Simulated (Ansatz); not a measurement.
# Molecular dynamics of C₂H₄B₂O₂S

input.yaml

```yaml
crystal:
  periodic: [false, false, false]
  atoms:
    - { symbol: O, position_ang: [0.530046, -1.524662, 1.694113] }
    - { symbol: B, position_ang: [0.738832, -0.198372, 1.67091] }
    - { symbol: B, position_ang: [0.928828, 0.459731, 0.094317] }
    - { symbol: S, position_ang: [0.63347, -1.244998, -1.080985] }
    - { symbol: C, position_ang: [-0.252322, 0.202924, -0.78968] }
    - { symbol: C, position_ang: [-1.54781, 0.684571, -1.409204] }
    - { symbol: O, position_ang: [-2.086514, 0.164576, -2.439118] }
    - { symbol: H, position_ang: [0.498796, -1.825434, 0.63404] }
    - { symbol: H, position_ang: [0.791503, 0.418907, 2.67621] }
    - { symbol: H, position_ang: [1.804268, 1.211435, -0.147021] }
    - { symbol: H, position_ang: [-1.973498, 1.59432, -0.883081] }
basis:
  gaussian: { orbitals: STO-3G }
hamiltonian:
  xc: pbe
md:
  timestep: 0.5
  n_steps: 166
  ensemble: nve
  temperature: 700.0
  initial_velocities: maxwell_boltzmann
  seed: 508528
scf:
  lower_state_search: "off"
```

Run as:

```bash
$ ansatz run input.yaml --threads 1 --pin off --max-ram 2048MiB --backend cpu --events-out ev --progress --plain --runs-dir out
```

It starts from a relaxed structure.

Output, in part (one step line in 3, the closing report, with atoms numbered from 0):

```
md step     0: t =     0.00 fs  T =   700.0 K  F+E_penalty+E_count = -18187.46779155 eV  E_kin = 0.814338 eV  conserved = -18186.65345355 eV  (18 SCF iters)
md step     3: t =     1.50 fs  T =   613.2 K  F+E_penalty+E_count = -18187.36578924 eV  E_kin = 0.713407 eV  conserved = -18186.65238176 eV  (22 SCF iters)
md step     6: t =     3.00 fs  T =   460.0 K  F+E_penalty+E_count = -18187.18623858 eV  E_kin = 0.535087 eV  conserved = -18186.65115190 eV  (23 SCF iters)
md step     9: t =     4.50 fs  T =   374.4 K  F+E_penalty+E_count = -18187.08691313 eV  E_kin = 0.435573 eV  conserved = -18186.65134052 eV  (23 SCF iters)
md step    12: t =     6.00 fs  T =   343.9 K  F+E_penalty+E_count = -18187.05208446 eV  E_kin = 0.400045 eV  conserved = -18186.65203949 eV  (23 SCF iters)
md step    15: t =     7.50 fs  T =   304.4 K  F+E_penalty+E_count = -18187.00565368 eV  E_kin = 0.354140 eV  conserved = -18186.65151319 eV  (23 SCF iters)
md step    18: t =     9.00 fs  T =   311.7 K  F+E_penalty+E_count = -18187.01350337 eV  E_kin = 0.362588 eV  conserved = -18186.65091576 eV  (23 SCF iters)
md step    21: t =    10.50 fs  T =   410.5 K  F+E_penalty+E_count = -18187.12993028 eV  E_kin = 0.477562 eV  conserved = -18186.65236878 eV  (23 SCF iters)
md step    24: t =    12.00 fs  T =   460.3 K  F+E_penalty+E_count = -18187.18832330 eV  E_kin = 0.535500 eV  conserved = -18186.65282328 eV  (23 SCF iters)
md step    27: t =    13.50 fs  T =   404.4 K  F+E_penalty+E_count = -18187.12211600 eV  E_kin = 0.470425 eV  conserved = -18186.65169087 eV  (24 SCF iters)
md step    30: t =    15.00 fs  T =   352.9 K  F+E_penalty+E_count = -18187.06165329 eV  E_kin = 0.410545 eV  conserved = -18186.65110823 eV  (23 SCF iters)
md step    33: t =    16.50 fs  T =   367.6 K  F+E_penalty+E_count = -18187.07948609 eV  E_kin = 0.427647 eV  conserved = -18186.65183863 eV  (24 SCF iters)
md step    36: t =    18.00 fs  T =   377.4 K  F+E_penalty+E_count = -18187.09136723 eV  E_kin = 0.439014 eV  conserved = -18186.65235344 eV  (24 SCF iters)
md step    39: t =    19.50 fs  T =   336.6 K  F+E_penalty+E_count = -18187.04309204 eV  E_kin = 0.391612 eV  conserved = -18186.65148021 eV  (24 SCF iters)
md step    42: t =    21.00 fs  T =   326.7 K  F+E_penalty+E_count = -18187.03149530 eV  E_kin = 0.380061 eV  conserved = -18186.65143410 eV  (24 SCF iters)
md step    45: t =    22.50 fs  T =   347.7 K  F+E_penalty+E_count = -18187.05699206 eV  E_kin = 0.404466 eV  conserved = -18186.65252587 eV  (23 SCF iters)
md step    48: t =    24.00 fs  T =   299.4 K  F+E_penalty+E_count = -18187.00030829 eV  E_kin = 0.348307 eV  conserved = -18186.65200119 eV  (23 SCF iters)
md step    51: t =    25.50 fs  T =   227.5 K  F+E_penalty+E_count = -18186.91571129 eV  E_kin = 0.264663 eV  conserved = -18186.65104785 eV  (24 SCF iters)
md step    54: t =    27.00 fs  T =   231.5 K  F+E_penalty+E_count = -18186.92053907 eV  E_kin = 0.269316 eV  conserved = -18186.65122317 eV  (23 SCF iters)
md step    57: t =    28.50 fs  T =   296.3 K  F+E_penalty+E_count = -18186.99678323 eV  E_kin = 0.344746 eV  conserved = -18186.65203725 eV  (24 SCF iters)
md step    60: t =    30.00 fs  T =   337.9 K  F+E_penalty+E_count = -18187.04518012 eV  E_kin = 0.393042 eV  conserved = -18186.65213842 eV  (24 SCF iters)
md step    63: t =    31.50 fs  T =   349.0 K  F+E_penalty+E_count = -18187.05740672 eV  E_kin = 0.405956 eV  conserved = -18186.65145082 eV  (24 SCF iters)
md step    66: t =    33.00 fs  T =   386.4 K  F+E_penalty+E_count = -18187.10159072 eV  E_kin = 0.449459 eV  conserved = -18186.65213195 eV  (24 SCF iters)
md step    69: t =    34.50 fs  T =   387.5 K  F+E_penalty+E_count = -18187.10333159 eV  E_kin = 0.450748 eV  conserved = -18186.65258399 eV  (24 SCF iters)
md step    72: t =    36.00 fs  T =   308.2 K  F+E_penalty+E_count = -18187.01016280 eV  E_kin = 0.358538 eV  conserved = -18186.65162476 eV  (24 SCF iters)
md step    75: t =    37.50 fs  T =   239.4 K  F+E_penalty+E_count = -18186.92964348 eV  E_kin = 0.278468 eV  conserved = -18186.65117567 eV  (24 SCF iters)
md step    78: t =    39.00 fs  T =   232.5 K  F+E_penalty+E_count = -18186.92212987 eV  E_kin = 0.270519 eV  conserved = -18186.65161137 eV  (25 SCF iters)
md step    81: t =    40.50 fs  T =   244.5 K  F+E_penalty+E_count = -18186.93636632 eV  E_kin = 0.284387 eV  conserved = -18186.65197927 eV  (25 SCF iters)
md step    84: t =    42.00 fs  T =   240.8 K  F+E_penalty+E_count = -18186.93157791 eV  E_kin = 0.280122 eV  conserved = -18186.65145577 eV  (24 SCF iters)
md step    87: t =    43.50 fs  T =   274.8 K  F+E_penalty+E_count = -18186.97084142 eV  E_kin = 0.319677 eV  conserved = -18186.65116430 eV  (24 SCF iters)
md step    90: t =    45.00 fs  T =   366.9 K  F+E_penalty+E_count = -18187.07900373 eV  E_kin = 0.426797 eV  conserved = -18186.65220684 eV  (24 SCF iters)
md step    93: t =    46.50 fs  T =   417.0 K  F+E_penalty+E_count = -18187.13760571 eV  E_kin = 0.485143 eV  conserved = -18186.65246249 eV  (24 SCF iters)
md step    96: t =    48.00 fs  T =   392.0 K  F+E_penalty+E_count = -18187.10795373 eV  E_kin = 0.456066 eV  conserved = -18186.65188726 eV  (23 SCF iters)
md step    99: t =    49.50 fs  T =   350.2 K  F+E_penalty+E_count = -18187.05901189 eV  E_kin = 0.407365 eV  conserved = -18186.65164670 eV  (23 SCF iters)
md step   102: t =    51.00 fs  T =   319.4 K  F+E_penalty+E_count = -18187.02348248 eV  E_kin = 0.371521 eV  conserved = -18186.65196182 eV  (23 SCF iters)
md step   105: t =    52.50 fs  T =   271.3 K  F+E_penalty+E_count = -18186.96758742 eV  E_kin = 0.315648 eV  conserved = -18186.65193950 eV  (23 SCF iters)
md step   108: t =    54.00 fs  T =   218.4 K  F+E_penalty+E_count = -18186.90512199 eV  E_kin = 0.254066 eV  conserved = -18186.65105604 eV  (23 SCF iters)
md step   111: t =    55.50 fs  T =   248.2 K  F+E_penalty+E_count = -18186.93990928 eV  E_kin = 0.288746 eV  conserved = -18186.65116321 eV  (24 SCF iters)
md step   114: t =    57.00 fs  T =   347.6 K  F+E_penalty+E_count = -18187.05663398 eV  E_kin = 0.404376 eV  conserved = -18186.65225795 eV  (23 SCF iters)
md step   117: t =    58.50 fs  T =   404.9 K  F+E_penalty+E_count = -18187.12338115 eV  E_kin = 0.471036 eV  conserved = -18186.65234476 eV  (23 SCF iters)
md step   120: t =    60.00 fs  T =   399.7 K  F+E_penalty+E_count = -18187.11683162 eV  E_kin = 0.464976 eV  conserved = -18186.65185549 eV  (24 SCF iters)
md step   123: t =    61.50 fs  T =   381.9 K  F+E_penalty+E_count = -18187.09595599 eV  E_kin = 0.444271 eV  conserved = -18186.65168539 eV  (24 SCF iters)
md step   126: t =    63.00 fs  T =   370.8 K  F+E_penalty+E_count = -18187.08330967 eV  E_kin = 0.431310 eV  conserved = -18186.65199968 eV  (24 SCF iters)
md step   129: t =    64.50 fs  T =   338.3 K  F+E_penalty+E_count = -18187.04549697 eV  E_kin = 0.393551 eV  conserved = -18186.65194607 eV  (24 SCF iters)
md step   132: t =    66.00 fs  T =   296.9 K  F+E_penalty+E_count = -18186.99662720 eV  E_kin = 0.345380 eV  conserved = -18186.65124695 eV  (23 SCF iters)
md step   135: t =    67.50 fs  T =   309.9 K  F+E_penalty+E_count = -18187.01215581 eV  E_kin = 0.360567 eV  conserved = -18186.65158913 eV  (24 SCF iters)
md step   138: t =    69.00 fs  T =   341.1 K  F+E_penalty+E_count = -18187.04921458 eV  E_kin = 0.396848 eV  conserved = -18186.65236617 eV  (25 SCF iters)
md step   141: t =    70.50 fs  T =   312.9 K  F+E_penalty+E_count = -18187.01595557 eV  E_kin = 0.363985 eV  conserved = -18186.65197071 eV  (25 SCF iters)
md step   144: t =    72.00 fs  T =   260.1 K  F+E_penalty+E_count = -18186.95391351 eV  E_kin = 0.302529 eV  conserved = -18186.65138419 eV  (25 SCF iters)
md step   147: t =    73.50 fs  T =   245.4 K  F+E_penalty+E_count = -18186.93695718 eV  E_kin = 0.285442 eV  conserved = -18186.65151480 eV  (24 SCF iters)
md step   150: t =    75.00 fs  T =   260.4 K  F+E_penalty+E_count = -18186.95476561 eV  E_kin = 0.302956 eV  conserved = -18186.65180941 eV  (24 SCF iters)
md step   153: t =    76.50 fs  T =   282.0 K  F+E_penalty+E_count = -18186.97941081 eV  E_kin = 0.328038 eV  conserved = -18186.65137245 eV  (24 SCF iters)
md step   156: t =    78.00 fs  T =   353.0 K  F+E_penalty+E_count = -18187.06191324 eV  E_kin = 0.410628 eV  conserved = -18186.65128517 eV  (24 SCF iters)
md step   159: t =    79.50 fs  T =   468.8 K  F+E_penalty+E_count = -18187.19797417 eV  E_kin = 0.545402 eV  conserved = -18186.65257260 eV  (24 SCF iters)
md step   162: t =    81.00 fs  T =   504.0 K  F+E_penalty+E_count = -18187.23908322 eV  E_kin = 0.586340 eV  conserved = -18186.65274365 eV  (23 SCF iters)
md step   165: t =    82.50 fs  T =   435.6 K  F+E_penalty+E_count = -18187.15848095 eV  E_kin = 0.506708 eV  conserved = -18186.65177282 eV  (23 SCF iters)
md step   166: t =    83.00 fs  T =   407.1 K  F+E_penalty+E_count = -18187.12516107 eV  E_kin = 0.473631 eV  conserved = -18186.65153054 eV  (23 SCF iters)
Total energy: -18187.12518196 eV, -668.3645227609 hartree
Atom 0 at     0.870454    -1.579118     1.770942 Å, force    -0.627695    -0.437631    -0.726227 eV/Å
Atom 1 at     0.763678    -0.235246     1.703802 Å, force    -0.243766     0.182616     1.094538 eV/Å
Atom 2 at     0.816733     0.465029     0.141128 Å, force     0.581311     1.051767     0.114223 eV/Å
Atom 3 at     0.484254    -1.257453    -1.003995 Å, force     0.494196    -0.230581    -0.513882 eV/Å
Atom 4 at    -0.369115     0.207715    -0.748515 Å, force     0.244855    -0.425370    -0.045516 eV/Å
Atom 5 at    -1.534133     0.725709    -1.539923 Å, force    -1.196473    -0.308932    -1.314394 eV/Å
Atom 6 at    -1.983591     0.236208    -2.661424 Å, force     0.888518     0.566830     1.670841 eV/Å
Atom 7 at     0.739307    -1.980923     0.735952 Å, force     0.300370     0.900730     0.637967 eV/Å
Atom 8 at     0.587216     0.313622     2.779236 Å, force     0.473489    -0.146438    -0.965663 eV/Å
Atom 9 at     1.666483     1.337412    -0.093827 Å, force    -0.913490    -1.221609     0.109664 eV/Å
Atom 10 at    -1.998200     1.643988    -1.068556 Å, force    -0.001315     0.068619    -0.061553 eV/Å
Dipole moment:    -0.091651    -0.193440    -0.180385 e Å
```

All steps were run. The conserved energy stayed within 0.23 meV per atom of its start (net change 0.17 meV per atom), so the integration is sound. The temperature averaged 0.48 of the 700 K drawn at the start: a run that starts near a minimum puts about half its kinetic energy into the potential. A run of 0.083 ps of so small a system gives no equilibrium averages. Limits of this set-up: minimal basis.

The same pairs are bonded in the first frame and the last. Pairs count as bonded within 1.25 times the sum of covalent radii (0.12 Å more for H–H).

Last frame:

```xyz
11
Properties=species:S:1:pos:R:3
O 0.871 -1.579 1.771
B 0.764 -0.235 1.704
B 0.817 0.465 0.141
S 0.484 -1.258 -1.004
C -0.369 0.208 -0.749
C -1.534 0.726 -1.540
O -1.984 0.236 -2.661
H 0.739 -1.981 0.736
H 0.587 0.314 2.779
H 1.667 1.337 -0.094
H -1.998 1.644 -1.069
```

The run took 6 min on 1 thread of Arm Neoverse V1, with other jobs on the host, peak memory 0.086 GiB.
